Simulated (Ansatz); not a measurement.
Basis sets compared for the cluster Sn₃F₄⁺. Charge 1, multiplicity 2. Geometry r2SCAN-D4/def2-SVP. Ansatz on 4 threads of Arm Neoverse V1 on a shared host; times are rough, and most runs start from earlier orbitals.

```tsv
atom	x (Å)	y (Å)	z (Å)
Sn1	-0.313	-1.788	0.010
Sn2	-1.488	1.487	-0.208
Sn3	2.254	0.073	-0.474
F4	-1.128	-0.214	-1.383
F5	1.314	-0.884	1.175
F6	0.636	1.482	-0.214
F7	-1.275	-0.156	1.095
```

In the def2 sets Sn takes a core potential; there is no spin–orbit coupling. Another isomer (doublet) lies 0.12 eV lower at PBE0-D4/def2-TZVP; other spin states weren't run for this one.

```tsv
level	functions	energy (Eh)	HOMO (eV)	LUMO (eV)	wall time
PBE-D4/def2-SVP	134	-1041.6078	-8.67	-7.83	3.3 s
PBE0-D4/def2-SVP	134	-1041.6087	-9.54	-7.11	6 s
```

Question: Estimate the rows for PBE-D4/def2-TZVP (with forces), PBE0-D4/def2-TZVP.

Answer: 
```
                         level  functions  energy (Eh)  HOMO (eV)  LUMO (eV)  wall time
PBE-D4/def2-TZVP (with forces)        274   -1042.1282      -8.75      -7.85      9.5 s
             PBE0-D4/def2-TZVP        274   -1042.1234      -9.60      -7.10       23 s
```
